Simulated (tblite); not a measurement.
Compound: n-Bu2O, C8H18O.
Numbering: `[CH3:1][CH2:2][CH2:3][CH2:4][O:5][CH2:6][CH2:7][CH2:8][CH3:9]` (hydrogens: H10, H11, H12 on C1; H13, H14 on C2; H15, H16 on C3; H17, H18 on C4; H19, H20 on C6; H21, H22 on C7; H23, H24 on C8; H25, H26, H27 on C9)

Structure used (GFN2-xTB), in Å, numbered top down from 1:
```
atom  x, y, z in Å
C1    -3.6535    1.8217   -0.1333
C2    -2.6847    0.6647   -0.3391
C3    -2.2928    0.0172    0.9865
C4    -1.2925   -1.1169    0.7941
O5    -0.0849   -0.5842    0.3074
C6     0.9044   -1.5579    0.0789
C7     2.1671   -0.8721   -0.4299
C8     2.7855    0.0409    0.6256
C9     4.0246    0.7509    0.0962
H10   -3.2039    2.5876    0.4945
H11   -3.9214    2.2728   -1.0857
H12   -4.5641    1.4750    0.3512
H13   -3.1454   -0.0859   -0.9858
H14   -1.7793    1.0217   -0.8311
H15   -1.8390    0.7684    1.6346
H16   -3.1798   -0.3781    1.4854
H17   -1.1152   -1.6319    1.7534
H18   -1.6904   -1.8602    0.0826
H19    1.1166   -2.1061    1.0123
H20    0.5446   -2.2891   -0.6646
H21    2.8860   -1.6377   -0.7294
H22    1.9050   -0.2819   -1.3094
H23    3.0508   -0.5520    1.5041
H24    2.0383    0.7750    0.9294
H25    3.7736    1.3563   -0.7720
H26    4.4487    1.4013    0.8575
H27    4.7817    0.0269   -0.1992
```

Calculated harmonic vibrations of the isolated species, GFN2-xTB (tblite), most abundant isotopes, no scaling. Against measured fundamentals such values can be off by several per cent, at times by over 20. One conformer, not necessarily the lowest.

Harmonic wavenumbers (cm⁻¹): 31.0, 56.0, 60.7, 80.4, 89.8, 143.3, 198.7, 231.6, 235.5, 252.8, 278.8, 307.7, 345.7, 502.0, 540.1, 772.4, 784.5, 858.6, 878.6, 893.5, 899.2, 971.7, 985.4, 994.1, 1017.3, 1084.8, 1089.9, 1112.2, 1124.2, 1137.9, 1140.2, 1154.0, 1169.4, 1221.0, 1227.8, 1243.6, 1245.8, 1278.3, 1280.1, 1301.6, 1303.1, 1336.7, 1363.3, 1367.9, 1370.7, 1414.8, 1415.1, 1471.0, 1471.5, 1493.5, 1494.4, 1494.9, 1500.9, 1504.5, 1504.5, 1507.2, 1507.4, 2813.4, 2814.1, 2848.4, 2856.1, 2967.4, 2967.5, 2975.8, 2977.4, 2993.7, 2994.8, 3002.9, 3003.4, 3027.7, 3029.9, 3034.1, 3035.9, 3038.8, 3040.5.

A = 2865, B = 561.0, C = 506.6 MHz; mass 130.136 u (most abundant isotopes); point group C2, symmetry number 2.

Zero-point energy?

Half the sum of the wavenumbers: 54082 cm⁻¹ = 154.63 kcal/mol.

Give the ideal-gas entropy at 350 K and 1 bar in the rigid-rotor, harmonic-oscillator model (classical rotation).

Translation 41.33, rotation 29.46, vibration 46.69: S = 117.5 cal/(mol K).

And Cp and H(350 K) − H(0)?

Cp = 50.94 cal/(mol K), of which vibrations give 42.99 (their classical limit is 75 R = 149.0); H(350 K) − H(0) = 10.69 kcal/mol without the zero-point energy, 7.91 from vibrations.

Which modes carry the vibrational entropy at 350 K?

31.0 cm⁻¹: 6.08; 56.0 cm⁻¹: 4.91; 60.7 cm⁻¹: 4.75; 80.4 cm⁻¹: 4.20; 89.8 cm⁻¹: 3.98; 143.3 cm⁻¹: 3.07 cal/(mol K); the other 69 give 19.70 together.

How do the functions run with temperature in this model?

```tsv
T (K)	S (cal/(mol K))	Cp (cal/(mol K))	H − H(0) (kcal/mol)	G − H(0) (kcal/mol)	ln q(vib)
150	85.8	28.7	2.92	-9.96	5.17
250	102.6	38.3	6.25	-19.41	8.80
298.15	109.9	44.1	8.23	-24.53	10.42
400	124.7	57.6	13.41	-36.48	13.74
600	152.8	81.2	27.40	-64.25	20.11
900	190.7	105.5	55.70	-115.91	29.41
```

q(vib) and H(0) count from the zero-point level.

What must be added to the electronic energy to get the Gibbs energy at 350 K and 1 bar?

ZPE + [H(350 K) − H(0)] − T·S = 154.63 + 10.69 − 41.12 = 124.20 kcal/mol.

Blend soft modes into free rotors: weight 1/[1 + (100 cm⁻¹/ν̃)⁴] for the oscillator and the rest for a rotor with moment μB/(μ + B), μ = h/(8π²ν), B = 10⁻⁴⁴ kg m². What vibrational entropy results?

41.24 cal/(mol K) in place of 46.69, which changes −T·S at 350 K by +1.91 kcal/mol.

Hindered rotation and anharmonicity are outside this model. Other conformers, if any are populated, would add a mixing term that is left out. The structure is chiral; the term R ln 2 for an equal mix with its mirror image is left out.

Hardware: one thread of an Arm Neoverse V1, shared host. The figure is for the frequency step alone.
